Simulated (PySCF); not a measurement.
## Continuum solvent and chemical shifts

Structure with atom numbers: `[CH2:1]=[CH:2][C@@:3]1([F:4])[C@H:5]([CH2:6][F:7])[CH2:8][C:9](=[O:10])[C@@H:11]1[F:12]` (H(Xn): hydrogen on atom n). Ha(C1) is cis to C3; Ha(C8) is cis to C6 on the ring; Ha(C6) is pro-R; Hb(C6) is pro-S; Hb(C1) is trans to C3; Hb(C8) is trans to C6 on the ring.

GIAO PBE0/pcSseg-1 in PySCF on one PBE0-D3(BJ)/def2-SVP conformer, non-relativistic, equivalent nuclei averaged. Solvents enter as an IEF-PCM continuum (chloroform with ε = 4.7, tetrahydrofuran with ε = 7.4) around the gas-phase geometry. Shifts are referred to TMS, CFCl3 computed in the same medium.

In chloroform, δ in ppm: C9 215.9, C2 143.1, C1 128.3, C3 100.5, C11 98.1, C6 85.4, C5 40.5, C8 40.0, F4 -224.0, F12 -240.8, F7 -260.5, H(C2) 6.16, Ha(C1) 6.03, Hb(C1) 5.96. Dipole moment 4.77 D.

(1) How does each δ change in the more polar medium?

(2) Which nuclei move most (in ppm), and what does the model miss?

Results:

(1) 
| atoms | environment | Δδ, tetrahydrofuran |
| --- | --- | --- |
| C9 | ketone carbonyl carbon | +1.0 |
| C2 | alkene CH | +0.4 |
| C1 | terminal =CH2 carbon | -0.1 |
| C3 | allylic fully substituted sp3 carbon bonded to F | +0.3 |
| C11 | sp3 CH bonded to F, α to a carbonyl | +0.2 |
| C6 | sp3 CH2 bonded to F | +0.2 |
| C5 | sp3 CH in a ring | 0.0 |
| C8 | sp3 CH2 α to a carbonyl | +0.2 |
| F4 | fluorine on an sp3 carbon | 0.0 |
| F12 | fluorine on an sp3 carbon | -0.7 |
| F7 | fluorine on an sp3 carbon | -0.3 |
| H(C2) | hydrogen on an alkene CH | +0.05 |
| Ha(C1) | hydrogen on a terminal =CH2 carbon | -0.02 |
| Hb(C1) | hydrogen on a terminal =CH2 carbon | +0.01 |

Changes are relative to chloroform. The dipole moment becomes 4.91 D in tetrahydrofuran.

(2) C9 (ketone carbonyl carbon, +1.0 ppm) in tetrahydrofuran. A continuum only polarises the solute; specific hydrogen bonds, the anisotropy of aromatic solvents and changes of geometry or conformer are outside it.
